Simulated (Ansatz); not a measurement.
`O[Si](O)(S)[TeH]` + NH₃ → `N[Si](O)(O)[TeH]` + H₂S  (ligand exchange at the Si–S bond)

Gas-phase electronic energies from Ansatz, PBE0-D4/def2-TZVP geometries. CCSD(T)/CBS is the MP2 limit (def2-TZVPP, def2-QZVPP) plus CCSD(T) − MP2 in def2-TZVPP, frozen cores. This one scheme is used for every species. Functionals use def2-TZVPP. HSE06 is defined as in plane-wave codes. Elements past krypton have def2 core potentials. For Te outer-core shells are correlated without core-valence functions, which leaves a few kJ/mol of doubt a bond. Each species was taken in one conformer, which may not be the lowest.

`O[Si](O)(S)[TeH]`:

Cartesian coordinates in Å:
```
O 0.051 0.807 1.244
Si 0.152 0.086 -0.224
O 1.235 0.761 -1.248
S -1.817 0.270 -1.011
Te 1.074 -2.217 -0.063
H 0.774 0.623 1.849
H 0.977 1.585 -1.668
H -2.295 0.738 0.154
H -0.151 -2.653 0.965
```

NH₃:

```xyz
4

N    -0.139    0.118    0.215
H     0.845    0.357    0.228
H    -0.200   -0.892    0.238
H    -0.506    0.417   -0.681
```

`N[Si](O)(O)[TeH]`:

```xyz
10

N     0.717    1.197   -0.576
Si   -0.289   -0.074   -0.066
O     0.190   -1.319   -1.016
O    -1.865    0.350   -0.198
Te   -0.268   -0.739    2.346
H     0.695    2.085   -0.103
H     1.638    0.980   -0.923
H    -0.059   -2.193   -0.709
H    -2.115    0.778   -1.020
H     1.356   -1.065    2.267
```

H₂S:

Cartesian coordinates in Å:
```
S -0.235 0.175 -0.546
H 0.279 -0.973 -0.081
H -0.044 0.798 0.627
```

```csv
level,ΔE (kJ/mol),difference from CCSD(T)/CBS
B97M-V,-6.4,2.2
ωB97M-V,-10.4,-1.8
B2PLYP,-11.8,-3.2
PBE,-1.5,7.1
HSE06,-5.1,3.5
CAM-B3LYP,-17.7,-9.1
CCSD(T)/def2-SVP,-12.9,-4.3
MP2/def2-TZVPP,-8.1,0.5
HF/def2-QZVPP,-24.5,-15.9
CCSD/CBS(def2),-11.7,-3.1
CCSD(T)/CBS,-8.6,0
```

Largest T1 diagnostic among the species: 0.012.

From PBE to PBE0 (25 % exact exchange), in def2-TZVPP and without D4, ΔE moves by −3.7 kJ/mol. The D4 term adds +3.6 kJ/mol with B3LYP and +1.9 kJ/mol with PBE0; it sums over pairs of atoms, weighted by their polarisabilities, and B3LYP, whose exchange is more repulsive, gets the larger term.

B3LYP here is the variant with VWN-RPA as its local correlation; programs differ in this.
